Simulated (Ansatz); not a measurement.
Relaxation of C2H6NSi (10 atoms, charge 1, multiplicity 1), to a largest force component of 0.02 eV/Å in at most 50 steps.

These are results of Ansatz, RKS PBE-D4/def2-SVP, not measurements.

```xyz
10
Properties=species:S:1:pos:R:3
C -0.525 1.783 -0.979
C -0.176 0.595 -0.329
N 0.114 -0.381 0.208
Si 0.566 -1.924 1.057
H 0.026 2.621 -0.544
H -1.597 1.967 -0.871
H -0.283 1.712 -2.043
H -0.326 -2.845 0.370
H 0.223 -1.551 2.421
H 1.141 -0.366 0.374
```

**Question.** Where does it end, and by what steps?

**Answer.** It converged. The force dipped under the threshold on the way, but the program's further checks kept it going. After 13 steps the energy has fallen by 4.357 eV; H10 moved furthest, 1.72 Å. Parted: N3–H10 (1.04 → 2.61 Å).

```json
{"step": "0", "energy less start (eV)": "0.0000", "largest force component (eV/Å)": "4.970", "accepted": "yes"}
{"step": "1", "energy less start (eV)": "-0.7481", "largest force component (eV/Å)": "2.228", "accepted": "yes"}
{"step": "2", "energy less start (eV)": "-1.1586", "largest force component (eV/Å)": "3.111", "accepted": "yes"}
{"step": "3", "energy less start (eV)": "-1.9703", "largest force component (eV/Å)": "3.250", "accepted": "yes"}
{"step": "4", "energy less start (eV)": "-2.9306", "largest force component (eV/Å)": "2.366", "accepted": "yes"}
{"step": "5", "energy less start (eV)": "-3.7139", "largest force component (eV/Å)": "1.263", "accepted": "yes"}
{"step": "6", "energy less start (eV)": "-4.0826", "largest force component (eV/Å)": "1.044", "accepted": "yes"}
{"step": "7", "energy less start (eV)": "-4.1700", "largest force component (eV/Å)": "0.868", "accepted": "yes"}
{"step": "8", "energy less start (eV)": "-4.2807", "largest force component (eV/Å)": "0.215", "accepted": "yes"}
{"step": "9", "energy less start (eV)": "-4.3369", "largest force component (eV/Å)": "0.148", "accepted": "yes"}
{"step": "10", "energy less start (eV)": "-4.3554", "largest force component (eV/Å)": "0.061", "accepted": "yes"}
{"step": "11", "energy less start (eV)": "-4.3358", "largest force component (eV/Å)": "0.757", "accepted": "no"}
{"step": "12", "energy less start (eV)": "-4.3567", "largest force component (eV/Å)": "0.012", "accepted": "yes"}
{"step": "13", "energy less start (eV)": "-4.3569", "largest force component (eV/Å)": "0.008", "accepted": "yes"}
```

```xyz
10
Properties=species:S:1:pos:R:3
C -0.701 1.975 -1.047
C -0.292 0.773 -0.376
N 0.041 -0.204 0.170
Si 0.565 -1.748 1.032
H -0.189 2.849 -0.591
H -1.801 2.101 -0.948
H -0.433 1.911 -2.123
H -0.229 -2.793 0.328
H 0.168 -1.479 2.443
H 2.033 -1.776 0.775
```

Whether the end is a true minimum wasn't checked by a vibrational analysis.

The run took 13 s on 2 threads of Intel(R) Xeon(R) Platinum 8488C (Sapphire Rapids), on a shared host, peak memory 0.14 GiB.
